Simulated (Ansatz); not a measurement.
Isolated molecules relaxed with PBE0-D4/def2-TZVP in Ansatz; ΔE leaves out vibrations. CBS: MP2 limit from def2 TZ/QZ plus the TZ coupled-cluster correction, frozen cores. Functionals use def2-TZVPP. B3LYP here is the variant with VWN-RPA as its local correlation; programs differ in this. For Br outer-core shells are correlated without core-valence functions, which leaves a few kJ/mol of doubt a bond. Scalar relativity is left out up to krypton. One conformer a species, not always the lowest.

Reaction (substitution at a C–C bond): `NCC[CH2][AlH2]` + HBr → `[AlH2][CH2]CBr` + CH₃NH₂

```csv
level,ΔE (kJ/mol)
B3LYP-D4,5.9
HF/def2-QZVPP,-2.6
```

(1) What does CCSD(T)/CBS give? (Best estimate.)

Largest T1 diagnostic among the species: 0.010.

## Answers

(1) Ansatz gave: +10.2 kJ/mol. The listed levels differ from it by -4.3, -12.8 kJ/mol.

In def2-TZVPP, CCSD(T) changes the Hartree–Fock value by +14.9 kJ/mol (the triples alone add +1.0 kJ/mol) and MP2 by +12.9 kJ/mol. The D4 term adds +6.7 kJ/mol with B3LYP and +4.0 kJ/mol with PBE0; it sums over pairs of atoms, weighted by their polarisabilities, and B3LYP, whose exchange is more repulsive, gets the larger term.
